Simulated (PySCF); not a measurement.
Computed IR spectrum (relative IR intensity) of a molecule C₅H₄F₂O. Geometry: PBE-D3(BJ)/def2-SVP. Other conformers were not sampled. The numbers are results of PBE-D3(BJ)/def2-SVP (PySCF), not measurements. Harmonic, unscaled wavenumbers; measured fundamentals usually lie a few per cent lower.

```tsv
ν (cm⁻¹)	relative intensity
409	3.0
556	3.7
615	3.1
660	3.5
736	3.2
798	10
882	21
943	7.3
1023	19
1058	14
1074	3.5
1162	38
1191	4.4
1196	53
1306	36
1324	2.2
1370	9.4
1606	13
1798	100
```

Problem. Identify the compound among the candidates.
A. O=C1C/C(=C/F)[C@H]1F
B. O=C[C@H]1CC(F)=C1F
C. O=C1C=CCC1(F)F
D. FC(F)=C[C@H]1C=CO1

Solution. C, O=C1C=CCC1(F)F
